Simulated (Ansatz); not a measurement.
C6H12Ge⁺, that is Ge(eta1-allyl)2H2 with one electron fewer. Total charge 1; doublet. Geometry PBE-D4/def2-SVP, that of the neutral singlet; atoms count from 1.

Cartesian coordinates in Å:
```
Ge -0.156 0.333 -0.132
C -1.054 -1.445 -0.204
C -2.459 -1.321 -0.700
C -2.894 -1.663 -1.929
H -1.019 -1.860 0.826
H -0.443 -2.100 -0.859
H -3.181 -0.873 0.008
H -2.217 -2.110 -2.677
H -3.942 -1.511 -2.229
C 1.647 0.180 0.706
C 2.386 1.477 0.638
C 2.584 2.326 1.665
H 2.181 -0.626 0.160
H 1.498 -0.155 1.754
H 2.765 1.763 -0.361
H 2.223 2.095 2.682
H 3.113 3.281 1.526
H -1.018 1.322 0.703
H -0.015 0.887 -1.578
```

Estimate the Mulliken populations from the PBE0/def2-TZVP orbitals of Ansatz.


```
atom  charge (e)  spin (α − β)
 Ge1        0.11          0.05
  C2       -0.30          0.11
  C3       -0.07          0.03
  C4       -0.19          0.36
  H5        0.19          0.01
  H6        0.18          0.00
  H7        0.18          0.00
  H8        0.18         -0.01
  H9        0.19         -0.01
 C10       -0.30          0.11
 C11       -0.07          0.03
 C12       -0.19          0.36
 H13        0.19          0.01
 H14        0.18          0.00
 H15        0.18          0.00
 H16        0.18         -0.01
 H17        0.19         -0.01
 H18        0.07         -0.01
 H19        0.07         -0.01
```
Mulliken values depend strongly on the basis.

Where does the spin sit?

Summed by element: Ge 0.05, C 1.00, H -0.06, of 1 unpaired in all. Largest on single atoms: C12 0.36, C4 0.36, C10 0.11.

And the Mayer bond orders between heavy atoms (over 0.3)?

Ge1–C2 0.78 (1.99 Å); Ge1–C10 0.78 (1.99 Å); C2–C3 1.09 (1.49 Å); C3–C4 1.66 (1.35 Å); C10–C11 1.09 (1.49 Å); C11–C12 1.66 (1.35 Å).
